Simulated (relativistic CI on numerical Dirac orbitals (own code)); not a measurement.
Method of calculation: Dirac-Coulomb-Breit CI, orbitals from a KLI potential per configuration, a model potential for QED, unscaled Slater integrals (own radial code, finite nucleus).

The strongest absorption lines from the ground level of an ion, among the configurations computed and to levels below about 1430 eV (vacuum wavelength in Å, gf): 8.9013 (0.13), 8.9504 (0.053), 11.583 (0.0043), 12.008 (0.012), 12.416 (0.36), 12.589 (0.2), 99.051 (0.52), 171.49 (0.035).

(1) Which ion is it?
A. Y²⁷⁺
B. Sb³⁹⁺
C. Rh³³⁺
D. Cd³⁶⁺

## Answers

(1) C. Rh³³⁺ has 12 electrons and the ground level 3s² ¹S0; the strongest line goes to 3s3p ¹P°1. The pattern of lines fixes the number of electrons, and along that sequence the line energies rise steadily with the charge (about as its square where n changes within one kind of shell, about linearly where n is kept but much faster in heavy ions where fine structure, which grows about as Z⁴, sets the gap, and irregularly where shells cross), which fixes Z. Configurations outside the model, such as inner-shell arrays, can give stronger lines. At this charge energies of transitions that change n are usually good to better than 1 %, and those within a shell (Δn = 0) to a few per cent.

LS names give the leading component of a level, which can be under half, so a name can repeat, a term be missing and a line seem to break the LS rules.
